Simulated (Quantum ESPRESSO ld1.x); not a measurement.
All-electron atom: Er14+ in [Kr] 4d10 4f5 5s1 5d2 (not the ground configuration). All-electron calculation, scalar-relativistic Kohn-Sham, LDA (Slater exchange, VWN5 correlation), spin-polarised, spherical densities, point nucleus; open shells are filled with parallel spins first. Program: ld1.x of Quantum ESPRESSO 7.5.

Radial electron density D(r) = 4 pi r^2 rho(r):

| r (bohr) | D(r) (e/bohr) | spin D(r) |
|---|---|---|
| 0.001669 | 11.81 | 0.00912 |
| 0.001912 | 14.47 | 0.0111 |
| 0.002191 | 17.63 | 0.0135 |
| 0.00251 | 21.37 | 0.0162 |
| 0.002876 | 25.74 | 0.0194 |
| 0.003294 | 30.78 | 0.0229 |
| 0.003774 | 36.50 | 0.0268 |
| 0.004324 | 42.87 | 0.0310 |
| 0.004954 | 49.81 | 0.0352 |
| 0.005676 | 57.16 | 0.0393 |
| 0.006503 | 64.69 | 0.0430 |
| 0.00745 | 72.07 | 0.0457 |
| 0.008536 | 78.87 | 0.0469 |
| 0.009779 | 84.63 | 0.0462 |
| 0.0112 | 88.87 | 0.0429 |
| 0.01284 | 91.21 | 0.0369 |
| 0.01471 | 91.47 | 0.0282 |
| 0.01685 | 89.80 | 0.0176 |
| 0.0193 | 86.78 | 0.00688 |
| 0.02211 | 83.46 | -0.00136 |
| 0.02534 | 81.23 | -0.00366 |
| 0.02903 | 81.55 | 0.00367 |
| 0.03326 | 85.48 | 0.0234 |
| 0.0381 | 93.17 | 0.0560 |
| 0.04365 | 103.4 | 0.0982 |
| 0.05001 | 113.8 | 0.143 |
| 0.05684 | 120.7 | 0.181 |
| 0.06512 | 122.5 | 0.212 |
| 0.07461 | 117.6 | 0.237 |
| 0.08548 | 108.1 | 0.276 |
| 0.09793 | 98.47 | 0.360 |
| 0.1122 | 93.76 | 0.517 |
| 0.1285 | 96.36 | 0.759 |
| 0.1473 | 103.8 | 1.07 |
| 0.1687 | 109.3 | 1.46 |
| 0.1933 | 106.0 | 1.97 |
| 0.2215 | 91.62 | 2.76 |
| 0.2537 | 71.43 | 4.02 |
| 0.2907 | 54.62 | 5.82 |
| 0.333 | 47.93 | 7.88 |
| 0.3816 | 50.63 | 9.59 |
| 0.4371 | 55.56 | 10.3 |
| 0.5008 | 55.22 | 9.71 |
| 0.5738 | 47.16 | 8.29 |
| 0.6574 | 34.49 | 6.81 |
| 0.7531 | 22.20 | 5.87 |
| 0.8629 | 13.41 | 5.49 |
| 0.9886 | 8.308 | 5.19 |
| 1.133 | 5.489 | 4.50 |
| 1.298 | 3.604 | 3.36 |
| 1.487 | 2.109 | 2.06 |
| 1.703 | 1.014 | 1.01 |
| 1.951 | 0.3793 | 0.379 |
| 2.236 | 0.1057 | 0.106 |
| 2.561 | 0.02096 | 0.0210 |
| 2.934 | 0.002823 | 0.00282 |
| 3.362 | 0.0002443 | 0.000244 |

D(r) has 4 maxima, at r = 0.0140, 0.0631, 0.173, 0.466 bohr, and minima at 0.0268, 0.114, 0.338 bohr, inside which lie 1.92, 11.13, 29.45 electrons.
